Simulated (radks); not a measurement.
Values are calculated unless marked as measured or tabulated.
Ta, configuration [Xe] 4f14 5d3 6s2 (the NIST ground configuration). Code: a radial shooting solver on a logarithmic mesh with Libxc functionals. Model: scalar-relativistic Kohn-Sham, BLYP, spin-polarised, spherical densities, finite nucleus; open shells are filled with parallel spins first (spin-orbit coupling, left out, can overturn this in heavy ions); Fermi nuclear charge, rms radius 5.3507 fm.

Unscreened Slater integrals over Kohn-Sham orbitals (hartree). They are taken over the spin-up orbitals.

integral,value
"F0(5d,5d)",0.41304
"F2(5d,5d)",0.20415
"F4(5d,5d)",0.13136
"F0(5d,6s)",0.31870
"G2(5d,6s)",0.10162
"F0(5d,4f)",0.55275
"F2(5d,4f)",0.11484
"F4(5d,4f)",0.052565
"G1(5d,4f)",0.046563
"G3(5d,4f)",0.038525
"G5(5d,4f)",0.029507
"F0(5d,5p)",0.50417
"F2(5d,5p)",0.22600
"G1(5d,5p)",0.25745
"G3(5d,5p)",0.15689
"F0(6s,6s)",0.27805
"F0(6s,4f)",0.36724
"G3(6s,4f)",0.010393
"F0(6s,5p)",0.34967
"G1(6s,5p)",0.025663
"F0(4f,4f)",1.4462
"F2(4f,4f)",0.69088
"F4(4f,4f)",0.43421
"F6(4f,4f)",0.31261
"F0(4f,5p)",0.84782
"F2(4f,5p)",0.27243
"G2(4f,5p)",0.12699
"G4(4f,5p)",0.10047
"F0(5p,5p)",0.69396
"F2(5p,5p)",0.37269

Derived for the open shells (J is the average intra-shell exchange parameter used in DFT+U). 5d: Racah B = F2/49 - 5 F4/441 = 0.002677 hartree, C = 35 F4/441 = 0.01043 hartree, C/B = 3.89, F4/F2 = 0.643, J = (F2 + F4)/14 = 0.02396 hartree.
